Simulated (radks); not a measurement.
The mean radii <r> (bohr) of the occupied orbitals of an atom or ion are listed with their occupations. All-electron calculation, Dirac Kohn-Sham, PBE, spin-unpolarised, spherical densities, point nucleus. Program: a radial shooting solver on a logarithmic mesh with Libxc functionals.

orbital  occ.      <r>
1s1/2       2  0.04667
2s1/2       1   0.1914

Name the element and its charge. Open shells, if any, are shared by 2j + 1.

Answer. Z = 32, germanium, charge +29: Ge29+ in [He] 2s1. The 1s radius gives Z: for a bare nucleus <r> = (2 gamma + 1)/(2Z) with gamma = sqrt(1 - (Z/c)^2), 0.04601 bohr for Z = 32, and screening makes it slightly larger (0.04667 here). The occupations add up to 3, and the charge is Z minus that.
